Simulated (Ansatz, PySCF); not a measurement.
Gas-phase reaction (SMILES): N[Si](N)(N)O + [H][H] (H2) -> N[SiH](N)N + O (H2O); hydrogen cleaves one Si-O bond, a model of a ligand-exchange step.

Structures are relaxed separately at B3LYP-D3(BJ)/def2-TZVP in Ansatz (a first-principles code), one conformer each, not searched for the lowest. Cores are frozen in the correlated levels unless marked. Spin-orbit coupling is left out. Non-relativistic. Basis-set limits of correlation are two-point, X^-3; Hartree-Fock from the larger set. Thermal terms are rigid-rotor harmonic-oscillator values from B3LYP-D3(BJ) frequencies (PySCF) at 298.15 K and 1 atm. 1 Eh = 627.5095 kcal/mol.

```
species       E, CCSD(T)/CBS(aug-cc-pV(T+d)Z,aug-cc-pV(Q+d)Z) (Ansatz) (Eh)  E, r2SCAN-D4/def2-TZVPD (Ansatz + dftd4) (Eh)  H - E (Eh)  G - E (Eh)
------------  -------------------------------------------------------------  ---------------------------------------------  ----------  ----------
N[Si](N)(N)O                                                     -532.73183                                     -533.32131     0.10285     0.06339
[H][H] (H2)                                                        -1.17444                                       -1.17100     0.01336    -0.00144
N[SiH](N)N                                                       -457.49296                                     -458.02982     0.09539     0.05865
O (H2O)                                                           -76.37513                                      -76.42298     0.02495     0.00353
```

Q: Work out ΔE and ΔH, ΔG, ΔS and the equilibrium constant at 298.15 K at the first level, then ΔH at the second.

A: 
1. ΔE = [(-457.49296) + (-76.37513)] - [(-532.73183) + (-1.17444)] = 0.03818 Eh = 24.0 kcal/mol at CCSD(T)/CBS(aug-cc-pV(T+d)Z,aug-cc-pV(Q+d)Z).
2. The terms H - E add up to 0.00413 Eh, so ΔH = (0.03818 + (0.00413))×627.5095 = 26.5 kcal/mol.
3. The terms G - E add up to 0.00023 Eh, so ΔG = 24.1 kcal/mol, and ΔS = (0.00413 - (0.00023))×627509.5/298.15 = 8.2 cal/(mol K).
4. log10 K = -ΔG/(RT ln 10) = -17.7, with RT ln 10 = 1.3642 kcal/mol.
5. At r2SCAN-D4/def2-TZVPD the same steps give ΔE = 24.8 and ΔH = 27.4 kcal/mol, a shift of +0.9 from the first level.
6. These values are not checked against measurement here, since the tables used lack a sound gas-phase enthalpy of formation for at least one species.
